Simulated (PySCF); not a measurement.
One of the candidates below gave these computed data.

All candidates are C6H9NO.

* Triplet: lowest triplet excitation (Tamm–Dancoff): 3.31 eV [TDA CAM-B3LYP/def2-SVPD]
* Rotational structure: rotational constants A, B, C: 2.837, 1.721, 1.309 GHz [GFN2-xTB]
* Polarisability: 84.6 au [CAM-B3LYP/def2-SVPD]
* Dipole: 3.75 D [CAM-B3LYP/def2-SVPD]
* UV, first state: lowest singlet excitation: 5.60 eV (222 nm, f = 0.084) [TDDFT CAM-B3LYP/def2-SVPD]
* UV, strongest line: among the 8 lowest singlet transitions: S2 at 5.82 eV (213 nm, f = 0.371) [TDDFT CAM-B3LYP/def2-SVPD]

Gas-phase values; electronic properties from PySCF, density fitting. Levels stand in brackets. Isolated species at its GFN2-xTB geometry (one conformer only).

**Question.** Which candidate is it?
A. `C=CC(=C)CC(N)=O`
B. `O=CNC1CC=CC1`
C. `C=C/C=C/NC(C)=O`

**Answer.** A. It is `C=CC(=C)CC(N)=O`. Numbering: `[CH2:1]=[CH:2][C:3](=[CH2:4])[CH2:5][C:6]([NH2:7])=[O:8]`. Its formula, C6H9NO, gives 3 degrees of unsaturation: 0 rings and 3 π bonds in the structure found. The optimised geometry has point group C1 and is an asymmetric top.

The others, at the same levels:
- `C=C/C=C/NC(C)=O` fails: its computed lowest singlet excitation is 5.13 eV (242 nm, f = 1.021) (against 5.60 eV), lowest triplet excitation (Tamm–Dancoff) is 2.98 eV (against 3.31 eV) and static isotropic polarisability is 98.6 au (against 84.6 au).
- `O=CNC1CC=CC1` fails: its computed lowest singlet excitation is 5.84 eV (212 nm, f = 0.001) (against 5.60 eV), lowest triplet excitation (Tamm–Dancoff) is 4.42 eV (against 3.31 eV) and strongest line among the 8 lowest singlet transitions is S5 at 7.20 eV (172 nm, f = 0.243) (against S2 at 5.82 eV).

Each candidate is one conformer, not necessarily the lowest. Dipoles, sizes and rotational constants follow the conformer. The torsions of the flexible species, by atom-mapped SMILES:
- `[CH2:1]=[CH:2][C:3](=[CH2:4])[CH2:5][C:6]([NH2:7])=[O:8]`: C1–C2–C3–C4 -174°, C2–C3–C5–C6 -69°, C3–C5–C6–N7 -48°, H–N7–C6–C5 7°, H–N7–C6–C5 178°
- `[CH2:1]=[CH:2]/[CH:3]=[CH:4]/[NH:5][C:6]([CH3:7])=[O:8]`: C1–C2–C3–C4 180°, C3–C4–N5–C6 180°, C4–N5–C6–C7 -179°

The conformers of `O=CNC1CC=CC1` aren't listed.
